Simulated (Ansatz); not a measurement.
Isolated molecules relaxed with PBE0-D4/def2-TZVP in Ansatz; ΔE leaves out vibrations. CCSD(T)/CBS is the MP2 limit (def2-TZVPP, def2-QZVPP) plus CCSD(T) − MP2 in def2-TZVPP, frozen cores. DFT in def2-TZVPP. B3LYP here is the variant with VWN-RPA as its local correlation; programs differ in this. def2 core potentials past Kr. For Sn, Zn outer-core shells are correlated without core-valence functions, which leaves a few kJ/mol of doubt a bond. Scalar relativity is left out up to krypton. One conformer a species, not always the lowest.

Consider the substitution at a C–O bond: `C[O][Zn][O]C` + `[OH][SnH]([OH])[Cl]` → `C[O][SnH]([OH])[Cl]` + `C[O][Zn][OH]`.

`C[O][Zn][O]C`:

Cartesian coordinates in Å:
```
C 0.482 1.836 -1.977
O -0.139 0.595 -1.785
Zn 0.055 -0.443 -0.373
O 0.267 -1.627 0.917
C -0.498 -1.705 2.088
H 0.159 2.238 -2.944
H 0.211 2.573 -1.209
H 1.578 1.766 -2.001
H -0.432 -0.797 2.702
H -0.121 -2.537 2.693
H -1.561 -1.899 1.890
```

`[OH][SnH]([OH])[Cl]`:

Z-matrix (Å, degrees):
```
Sn
O 1 1.941
Cl 1 2.324 2 109.6
O 1 1.948 2 107.4 3 -113.1
H 1 1.688 2 108.3 3 122.6
H 2 0.961 1 113.2 3 71.2
H 4 0.961 1 112.3 2 119.9
```

`C[O][SnH]([OH])[Cl]`:

```xyz
10

C     0.830    1.536   -0.054
O    -0.196    0.698   -0.537
Sn   -0.735   -0.924    0.392
O    -1.562   -2.016   -0.979
Cl    1.238   -1.911    1.124
H     0.525    2.081    0.848
H     1.750    0.984    0.170
H     1.053    2.270   -0.832
H    -1.816   -0.730    1.679
H    -1.085   -1.989   -1.813
```

`C[O][Zn][OH]`:

```xyz
8

C     0.450    0.178    1.474
O     0.314    0.842    0.248
Zn   -0.190    0.100   -1.271
O    -0.562   -0.541   -2.873
H     0.792    0.901    2.223
H     1.189   -0.634    1.441
H    -0.497   -0.245    1.836
H    -1.496   -0.601   -3.079
```

```json
{"level": "PBE-D4", "ΔE (kcal/mol)": "-1.3", "difference from CCSD(T)/CBS": "0.9"}
{"level": "r2SCAN-D4", "ΔE (kcal/mol)": "-1.1", "difference from CCSD(T)/CBS": "1.1"}
{"level": "PBE0-D4", "ΔE (kcal/mol)": "-1.2", "difference from CCSD(T)/CBS": "1.0"}
{"level": "B3LYP-D4", "ΔE (kcal/mol)": "-1.4", "difference from CCSD(T)/CBS": "0.8"}
{"level": "ωB97X-V", "ΔE (kcal/mol)": "-1.3", "difference from CCSD(T)/CBS": "0.9"}
{"level": "ωB97M-V", "ΔE (kcal/mol)": "-1.4", "difference from CCSD(T)/CBS": "0.8"}
{"level": "B2PLYP", "ΔE (kcal/mol)": "-1.2", "difference from CCSD(T)/CBS": "1.0"}
{"level": "PBE", "ΔE (kcal/mol)": "-0.8", "difference from CCSD(T)/CBS": "1.4"}
{"level": "r2SCAN", "ΔE (kcal/mol)": "-1.0", "difference from CCSD(T)/CBS": "1.2"}
{"level": "PBE0", "ΔE (kcal/mol)": "-0.8", "difference from CCSD(T)/CBS": "1.4"}
{"level": "B3LYP", "ΔE (kcal/mol)": "-0.7", "difference from CCSD(T)/CBS": "1.5"}
{"level": "HF/def2-TZVPP", "ΔE (kcal/mol)": "-0.3", "difference from CCSD(T)/CBS": "1.9"}
{"level": "MP2/def2-TZVPP", "ΔE (kcal/mol)": "-2.1", "difference from CCSD(T)/CBS": "0.1"}
{"level": "SCS-MP2/def2-TZVPP", "ΔE (kcal/mol)": "-1.8", "difference from CCSD(T)/CBS": "0.4"}
{"level": "CCSD/def2-TZVPP", "ΔE (kcal/mol)": "-1.5", "difference from CCSD(T)/CBS": "0.7"}
{"level": "CCSD(T)/def2-TZVPP", "ΔE (kcal/mol)": "-1.7", "difference from CCSD(T)/CBS": "0.5"}
{"level": "HF/def2-QZVPP", "ΔE (kcal/mol)": "-0.4", "difference from CCSD(T)/CBS": "1.8"}
{"level": "MP2/def2-QZVPP", "ΔE (kcal/mol)": "-2.4", "difference from CCSD(T)/CBS": "-0.2"}
{"level": "SCS-MP2/def2-QZVPP", "ΔE (kcal/mol)": "-2.1", "difference from CCSD(T)/CBS": "0.1"}
{"level": "HF/CBS(def2)", "ΔE (kcal/mol)": "-0.4", "difference from CCSD(T)/CBS": "1.8"}
{"level": "MP2/CBS(def2)", "ΔE (kcal/mol)": "-2.6", "difference from CCSD(T)/CBS": "-0.4"}
{"level": "CCSD/CBS(def2)", "ΔE (kcal/mol)": "-2.0", "difference from CCSD(T)/CBS": "0.2"}
{"level": "CCSD(T)/CBS", "ΔE (kcal/mol)": "-2.2", "difference from CCSD(T)/CBS": "0"}
```

Largest T1 diagnostic among the species: 0.017.

In def2-TZVPP, CCSD(T) changes the Hartree–Fock value by −1.4 kcal/mol (the triples alone add −0.2 kcal/mol) and MP2 by −1.8 kcal/mol.
